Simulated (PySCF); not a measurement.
In(OH)(SH)2, SMILES [OH][In]([SH])[SH], singlet, CAM-B3LYP/def2-SVP optimised geometry.

```
7

In    -0.06     0.34     0.00
O      1.93     0.34     0.00
H      2.33    -0.54     0.01
S     -1.30    -1.71     0.00
H     -0.20    -2.49     0.00
S     -1.08     2.49     0.00
H     -2.33     1.98     0.00
```

Density from CAM-B3LYP/def2-TZVP, def2 effective core potentials past Kr (PySCF 2.14.0) at that geometry. The core electrons that the potentials of In replace are not part of the density.

Minimum of the electron density along straight lines between bonded atoms, close to the bond critical point (lines longer than 1.1 times the sum of covalent radii, or with two minima, are not listed):

| bond | length / Å | ρ at the minimum / e bohr⁻³ | ∇²ρ there / e bohr⁻⁵ | position (fraction from the first atom) |
|---|---|---|---|---|
| In1–O2 | 1.985 | 0.114 | 0.50 | 0.52 |
| O2–H3 | 0.965 | 0.354 | -2.33 | 0.80 |
| In1–S4 | 2.399 | 0.082 | 0.13 | 0.48 |
| S4–H5 | 1.350 | 0.211 | -0.59 | 0.64 |
| In1–S6 | 2.384 | 0.085 | 0.13 | 0.48 |
| S6–H7 | 1.350 | 0.211 | -0.59 | 0.64 |
